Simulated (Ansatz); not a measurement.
Job for Ansatz (a program for electronic structure): U-B3LYP/def2-TZVPP on CS (SMILES [C]=S), 2S+1 = 1, a spin state set in the input, which need not be the lowest.

Ansatz 0.2 input:
```yaml
crystal:
  periodic: [false, false, false]
  atoms:
    - {symbol: C, position_ang: [-0.00000000, -0.00000000, -1.11416084]}
    - {symbol: S, position_ang: [0.00000000, 0.00000000, 0.41781032]}
basis:
  gaussian:
    orbitals: def2-TZVPP
hamiltonian:
  xc: {name: B3LYP}
magnetization: {spin_polarized: true, initial_magnetization: 0}
```

Program output:

```
WARN ansatz: RAYON_NUM_THREADS=1 ignored (pool sized by the plan → 1); use --threads N
Functional definition: B3LYP
integrals: 0.01 GiB planned
476 factors; their error is unknown
mean field: 0.18 GiB planned
mean field evaluation 1: about -11866.7346 eV, gradient 3.0e1 eV
mean field evaluation 2: about -11851.3850 eV, gradient 5.6e1 eV
mean field evaluation 4: about -11871.1460 eV, gradient 1.5e0 eV
mean field evaluation 8: about -11871.1632 eV, gradient 6.2e-2 eV
mean field evaluation 16: about -11871.1632 eV, gradient 4.8e-6 eV
mean field -11871.16322251 eV, -436.2572018639 hartree, gradient 4.8e-6 eV, S^2 0.000000; 0 other end points of the search recorded, 0 dependent functions left out
reference -11871.16339196 eV, -436.2572080911 hartree; 11, 11 occupied and 62, 62 virtual orbitals, 476 factors
Total energy: -11871.16339196 eV, -436.2572080911 hartree
```

The calculation finished and met its thresholds.

Cost: about 1.0 core-seconds (a rough figure).
